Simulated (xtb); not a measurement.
Mo(NH)2(Cl)2 (Cl2H2MoN2), SMILES [Mo](=[NH])([Cl])(=[NH])[Cl], multiplicity 1. All values are semi-empirical tight-binding results from xtb (GFN2-xTB unless named), good for trends rather than for accurate numbers. Coordinates come from a GFN2-xTB optimisation. The spin state was assumed, not searched. The structure was generated by enumeration; whether it is a known compound was not checked.

For metal compounds this method's bond lengths and energies can be far off.

Computed properties:
```
Item                                           Value
-------------------------------------  -------------
point group as xtb finds it                      C2v
orbital gap                                  2.50 eV
zero-point energy                      18.4 kcal/mol
G − E(el) at 298.15 K (modified RRHO)  -1.9 kcal/mol
```
